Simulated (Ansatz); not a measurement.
`[F][Mg][F]` + `CO[SiH3]` → `[F][Mg][O][SiH3]` + `CF`  (formal exchange of groups at a Mg–F bond)

Computed with Ansatz on PBE0-D4/def2-TZVP structures; ΔE is electronic, products minus reactants. CBS: MP2 limit from def2 TZ/QZ plus the TZ coupled-cluster correction, frozen cores. This one scheme is used for every species. DFT in def2-TZVPP. B3LYP here is the variant with VWN-RPA as its local correlation; programs differ in this. HSE06 is defined as in plane-wave codes. For Mg outer-core shells are correlated without core-valence functions, which leaves a few kJ/mol of doubt a bond. Each species was taken in one conformer, which may not be the lowest.

```tsv
level	ΔE (kcal/mol)	difference from CCSD(T)/CBS
BLYP-D4	6.1	1.6
PBE0-D4	5.4	0.9
B3LYP-D4	5.3	0.8
HSE06-D4	5.4	0.9
ωB97X-V	5.3	0.8
r2SCAN	4.7	0.2
r2SCANh	4.6	0.1
HSE06	5.1	0.6
MP2/def2-SVP	6.3	1.8
CCSD/def2-SVP	5.3	0.8
HF/def2-TZVPP	2.3	-2.2
CCSD/def2-TZVPP	4.0	-0.5
MP2/def2-QZVPP	5.4	0.9
SCS-MP2/def2-QZVPP	4.7	0.2
HF/CBS(def2)	2.8	-1.7
CCSD/CBS(def2)	4.2	-0.3
CCSD(T)/CBS	4.5	0
```

Largest T1 diagnostic among the species: 0.012.

From BLYP to BHLYP (50 % exact exchange), in def2-TZVPP and without D4, ΔE moves by −1.3 kcal/mol. At CCSD(T), def2-SVP lies +1.1 kcal/mol from the extrapolated value and def2-TZVPP −0.2 kcal/mol.
